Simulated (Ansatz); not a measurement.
Problem. Predict a relaxed structure of In(H2S)F3 (InH2SF3), charge 0, singlet, at PBE-D4/def2-SVP (Ansatz).

Solution. 
```
atom   x (Å)   y (Å)   z (Å)
 In1  -0.081   0.960  -0.435
  S2   0.100  -1.061   1.397
  H3  -0.760  -1.424   0.369
  H4   1.192  -1.502   0.707
  F5  -0.846   2.596   0.337
  F6  -1.345  -0.411  -1.190
  F7   1.739   0.843  -1.185
```
 This is one stationary point.

In the def2 sets In takes a core potential; there is no spin–orbit coupling.
